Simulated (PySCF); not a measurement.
CH₆GeSTe, SMILES CS[Te][GeH3].

Coordinates come from a PBE-D3(BJ)/def2-SVP optimisation. The structure was generated by enumeration, and PubChem lists no compound with its InChIKey, so it may never have been made. The def2 effective core potentials stand for the cores of Te; spin–orbit coupling is left out. The values are those of a single conformer.

Calculation: PBE-D3(BJ)/def2-SVP (PySCF).

Frequencies are harmonic and unscaled.

Q: Estimate the vibrational spectrum. (Estimate from the structure and the level; the computed values follow.)

A: 
```json
[
 {"mode": "1", "ν (cm⁻¹)": "55", "IR (km/mol)": "0.4", "moving atoms (share of kinetic energy)": "C 42 %, Ge 24 %, H 20 %, Te 12 %"},
 {"mode": "2", "ν (cm⁻¹)": "81", "IR (km/mol)": "1.5", "moving atoms (share of kinetic energy)": "S 53 %, H 21 %, Ge 12 %"},
 {"mode": "3", "ν (cm⁻¹)": "101", "IR (km/mol)": "0.2", "moving atoms (share of kinetic energy)": "H 92 %"},
 {"mode": "4", "ν (cm⁻¹)": "165", "IR (km/mol)": "1.0", "moving atoms (share of kinetic energy)": "H 91 %"},
 {"mode": "5", "ν (cm⁻¹)": "185", "IR (km/mol)": "0.4", "moving atoms (share of kinetic energy)": "C 47 %, H 25 %, S 16 %, Te 13 %"},
 {"mode": "6", "ν (cm⁻¹)": "224", "IR (km/mol)": "1.8", "moving atoms (share of kinetic energy)": "Ge 59 %, Te 38 %"},
 {"mode": "7", "ν (cm⁻¹)": "336", "IR (km/mol)": "2.7", "moving atoms (share of kinetic energy)": "S 78 %, Te 18 %"},
 {"mode": "8", "ν (cm⁻¹)": "470", "IR (km/mol)": "4.1", "moving atoms (share of kinetic energy)": "H 93 %"},
 {"mode": "9", "ν (cm⁻¹)": "485", "IR (km/mol)": "4.2", "moving atoms (share of kinetic energy)": "H 96 %"},
 {"mode": "10", "ν (cm⁻¹)": "682", "IR (km/mol)": "3.3", "moving atoms (share of kinetic energy)": "C 58 %, S 30 %, H 12 %"},
 {"mode": "11", "ν (cm⁻¹)": "764", "IR (km/mol)": "295.1", "moving atoms (share of kinetic energy)": "H 97 %"},
 {"mode": "12", "ν (cm⁻¹)": "833", "IR (km/mol)": "30.5", "moving atoms (share of kinetic energy)": "H 99 %"},
 {"mode": "13", "ν (cm⁻¹)": "846", "IR (km/mol)": "26.0", "moving atoms (share of kinetic energy)": "H 99 %"},
 {"mode": "14", "ν (cm⁻¹)": "924", "IR (km/mol)": "12.8", "moving atoms (share of kinetic energy)": "H 77 %, C 19 %"},
 {"mode": "15", "ν (cm⁻¹)": "929", "IR (km/mol)": "4.1", "moving atoms (share of kinetic energy)": "H 84 %, C 15 %"},
 {"mode": "16", "ν (cm⁻¹)": "1273", "IR (km/mol)": "4.8", "moving atoms (share of kinetic energy)": "H 86 %, C 13 %"},
 {"mode": "17", "ν (cm⁻¹)": "1379", "IR (km/mol)": "9.9", "moving atoms (share of kinetic energy)": "H 96 %"},
 {"mode": "18", "ν (cm⁻¹)": "1400", "IR (km/mol)": "11.7", "moving atoms (share of kinetic energy)": "H 95 %"},
 {"mode": "19", "ν (cm⁻¹)": "2058", "IR (km/mol)": "100.1", "moving atoms (share of kinetic energy)": "H 100 %"},
 {"mode": "20", "ν (cm⁻¹)": "2080", "IR (km/mol)": "91.7", "moving atoms (share of kinetic energy)": "H 98 %"},
 {"mode": "21", "ν (cm⁻¹)": "2090", "IR (km/mol)": "84.3", "moving atoms (share of kinetic energy)": "H 98 %"},
 {"mode": "22", "ν (cm⁻¹)": "2970", "IR (km/mol)": "16.4", "moving atoms (share of kinetic energy)": "H 98 %"},
 {"mode": "23", "ν (cm⁻¹)": "3077", "IR (km/mol)": "1.8", "moving atoms (share of kinetic energy)": "H 90 %, C 10 %"},
 {"mode": "24", "ν (cm⁻¹)": "3092", "IR (km/mol)": "3.6", "moving atoms (share of kinetic energy)": "H 90 %, C 10 %"}
]
```
